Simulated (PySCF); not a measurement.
CoBr₂ (quartet state).
Structure used (PBE0-D3(BJ)/def2-SVP), in Å, numbered top down from 1:
```
atom  x, y, z in Å
Co1   -0.0053   -0.0385   -0.0073
Br2    0.1599   -0.3087    2.2068
Br3   -0.1710    0.2500   -2.2194
```

Level of theory: PBE0-D3(BJ)/def2-SVP geometry optimisation, gas phase in PySCF.

Masses are those of the commonest isotopes; rigid-rotor values at the optimised geometry. 

(1) What are the moment of inertia and the rotational constant?

Answers

(1) I = 789.676 u·Å², B = 505379 MHz·u·Å²/I = 640.0 MHz (0.0213 cm⁻¹, or 0.031 K as hB/k).

If the electronic state has orbital angular momentum about the axis (Π, Δ; not determined here), the simple ladder of levels BJ(J+1) doesn't apply.

Not checked by PBE0-D3(BJ)/def2-SVP frequencies. ⟨S²⟩ = 3.757 (exact for a quartet: 3.75). These are rigid-rotor constants of the computed structure; measured ground-state constants (B0) also hold zero-point vibration.

Time: 5.4 min of wall time; peak memory 0.41 GiB. Hardware: one thread, Arm Neoverse N1 (aarch64) (shared host). These figures are those of the optimisation.
